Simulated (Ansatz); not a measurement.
Cost and result up the ladder for (AgH)4 ring (Ag4H4) (8 atoms). Total charge 0; singlet. Geometry: PBE0-D4/def2-SVP.

| atom | x (Å) | y (Å) | z (Å) |
| --- | --- | --- | --- |
| Ag1 | -0.854 | -0.388 | -1.692 |
| H2 | -2.300 | -0.752 | -0.704 |
| Ag3 | -1.643 | -0.429 | 0.928 |
| H4 | -0.726 | -0.038 | 2.413 |
| Ag5 | 0.854 | 0.388 | 1.692 |
| H6 | 2.300 | 0.752 | 0.704 |
| Ag7 | 1.643 | 0.429 | -0.928 |
| H8 | 0.727 | 0.038 | -2.413 |

Ansatz on 4 threads of Intel Xeon Platinum 8375C on a shared host. Times are rough, and most runs start from the orbitals of an earlier one. PBE0-D4/def2-TZVPD serves as the yardstick here, not as an exact answer. Differences are given only for rows in sets of like size (and for xTB, whose basis is part of the method), since another set adds its own error. Binding counts from free atoms at the same level (Ag doublet, H doublet; other spins of the atoms weren't run), without zero-point energy or a counterpoise term.

In the def2 sets Ag takes a core potential; there is no spin–orbit coupling. LC-ωPBE has ω = 0.4 bohr⁻¹. HSE06 is defined as in plane-wave codes, on full-range PBE exchange. Correlated methods freeze no core orbitals; core or outer-core shells of Ag are correlated, in sets that lack core-valence functions. The rows differ in basis, and correlated rows in double-zeta sets carry the largest basis error.

Correlated methods converge slowly with the basis, most of all in double-zeta sets.

| level | functions | binding energy per atom (eV) | difference from PBE0-D4/def2-TZVPD (eV) |
| --- | --- | --- | --- |
| PBE0-D4/def2-TZVPD | 196 | 1.90 | 0.00 |
| HSE06-D4/def2-TZVP (with forces) | 184 | 1.90 | -0.01 |
| PBE0-D4/def2-TZVP | 184 | 1.90 | 0.00 |
| LC-ωPBE/def2-TZVP | 184 | 1.94 | 0.04 |
| revPBE-D4/def2-TZVP | 184 | 1.89 | -0.01 |
| PBE-D4/def2-TZVPD | 196 | 1.96 | 0.06 |
| r2SCAN-D4/def2-TZVP | 184 | 2.03 | 0.12 |
| B97M-V/def2-TZVP | 184 | 1.96 | 0.06 |
| HF/def2-TZVP | 184 | 1.16 | -0.75 |
| PBE-D4/def2-TZVP | 184 | 1.96 | 0.06 |
| PBE-D4/def2-SVP | 144 | 1.96 | – |
| r2SCAN-D4/def2-TZVPD | 196 | 2.03 | 0.13 |
| MP2/def2-TZVP | 184 | 1.89 | -0.02 |
| CCSD(T)/def2-SVP | 144 | 1.95 | – |

Task: Estimate how long each takes.

Result: PBE-D4/def2-SVP 1.4 s; HF/def2-TZVP 1.5 s; PBE-D4/def2-TZVP 1.7 s; revPBE-D4/def2-TZVP 1.9 s; PBE-D4/def2-TZVPD 2 s; LC-ωPBE/def2-TZVP 2.3 s; MP2/def2-TZVP 2.4 s; PBE0-D4/def2-TZVP 2.5 s; PBE0-D4/def2-TZVPD 2.7 s; r2SCAN-D4/def2-TZVP 3.5 s; r2SCAN-D4/def2-TZVPD 3.9 s; HSE06-D4/def2-TZVP (with forces) 4.2 s; B97M-V/def2-TZVP 8 s; CCSD(T)/def2-SVP 87 s. On shared hardware such times vary by a factor of up to 3.
